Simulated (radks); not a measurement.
Values are calculated unless marked as measured or tabulated.
Task: The mean radii <r> (bohr) of the occupied orbitals of an atom or ion are listed with their occupations. Level of theory: Dirac Kohn-Sham, PBE, spin-unpolarised, spherical densities, finite nucleus; Fermi nuclear charge, rms radius of each element as measured or else 0.836 A^(1/3) + 0.57 fm (a radial shooting solver on a logarithmic mesh with Libxc functionals).

| orbital | occ. | <r> |
|---|---|---|
| 1s1/2 | 2 | 0.05031 |
| 2s1/2 | 2 | 0.2259 |
| 2p1/2 | 2 | 0.1959 |
| 2p3/2 | 4 | 0.1993 |
| 3s1/2 | 2 | 0.6816 |
| 3p1/2 | 2 | 0.7066 |
| 3p3/2 | 4 | 0.7174 |
| 3d3/2 | 4 | 0.8764 |
| 3d5/2 | 6 | 0.8830 |

Name the element and its charge. Open shells, if any, are shared by 2j + 1.

Result: Z = 30, zinc, charge +2: Zn2+ in [Ar] 3d10. The 1s radius gives Z: for a bare nucleus <r> = (2 gamma + 1)/(2Z) with gamma = sqrt(1 - (Z/c)^2), 0.04919 bohr for Z = 30, and screening makes it slightly larger (0.05031 here). The occupations add up to 28, and the charge is Z minus that.
